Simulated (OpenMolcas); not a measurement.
A run on Cr3+ among 6 point charges of -1.1 e arranged as an octahedron (Oh), 1.78 Å from the ion.

```yaml
Program: OpenMolcas 26.06
Method: CASSCF
Basis: ANO-RCC-VTZP [6s5p3d2f1g]
Scalar_Hamiltonian: DKH2, point nucleus
Active_space: 3 electrons in 5 orbitals (3d)
State_averaging: 2S+1 = 4 even, 10 roots; 2S+1 = 2 even, 40 roots
Spin-orbit_coupling: state interaction with AMFI integrals over the reference wave functions
```

59 basis functions. Blocks (2S+1, parity, CSFs, roots kept): 4, even, 10, 10; 2, even, 40, 40.

**Question.** How long do the RASSCF and RASSI steps take on 1 thread of Arm Neoverse V2, on a shared host?

**Answer.** About 9.1 s of wall time, without the integral step.
